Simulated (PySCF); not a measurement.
Ga: ionisation energy

Ga [Ar] 3d10 4s2 4p1 (2P) → Ga⁺ [Ar] 3d10 4s2 (1S), as a difference of total energies. All numbers are calculated (PySCF 2.14, a scalar-relativistic core potential, in cc-pVTZ-PP with ECP10MDF). Correlated levels: valence: 3s2 3p6 3d10 frozen. The calculations carry no spin-orbit coupling.

| method | ionisation energy (eV) |
| --- | --- |
| UHF | 5.532 |
| B3LYP | 5.958 |
| BP86 | 6.038 |
| MP2 (valence) | 5.738 |
| SCS-MP2 (valence) | 5.720 |
| CCSD (valence) | 5.797 |
| CCSD(T) (valence) | 5.821 |

**Question.** How much does correlation contribute at CCSD(T) (valence)?

**Answer.** 5.821 − (5.532) = 0.289 eV, measured against UHF.

Errors of the correlated levels include the incompleteness of this basis and the frozen core.

For comparison: 5.931 eV (measured; NIST levels, between the centres of gravity of the two terms).
